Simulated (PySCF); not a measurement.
**Exercise with solution: chemical shift, span and skew from a shielding tensor**

C₂H₈BeSi, SMILES C[CH2][Be][SiH3]. Atoms are numbered in the order given.

```xyz
12

Be     0.2438    -0.2091    -0.0146
C     -0.1903    -1.2031    -1.3036
C     -1.5139    -0.8930    -2.0156
H     -0.2023    -2.2494    -0.9356
H      0.6400    -1.1867    -2.0387
H     -1.5217     0.1221    -2.4447
H     -2.3739    -0.9536    -1.3290
H     -1.7183    -1.5909    -2.8444
Si     0.8222     1.0744     1.6621
H      0.3604     0.5320     2.9836
H      0.2453     2.4556     1.5448
H      2.3103     1.2428     1.7675
```
Charge 0, spin multiplicity 1.

The structure is a stationary point at PBE0-D3(BJ)/def2-SVP. The structure was generated by enumeration; whether it is a known compound was not checked. One conformer was computed; it need not be the lowest.

GIAO shieldings from PySCF with PBE/pcSseg-1, non-relativistic, no solvent. The symmetric part of the tensor of Si9 has the principal values 475.6, 492.5, 493.0 ppm. The same nucleus in TMS has σ = 335.4 ppm at this level (PySCF, at its B3LYP-D3(BJ)/def2-TZVP geometry).

### Question
Work out the isotropic shielding, the ²⁹Si shift against TMS, the span and the skew.

### Answer

σ(iso) = (σ11 + σ22 + σ33)/3 = 487.0 ppm. δ = σ(ref) − σ(iso) = 335.4 − (487.0) = -151.6 ppm.
Span Ω = σ33 − σ11 = 17.4 ppm. Skew κ = 3(σ(iso) − σ22)/Ω = -0.94. Tumbling in solution averages the tensor to δ; in a static solid the shielding alone would spread this spin-1/2 line over Ω.
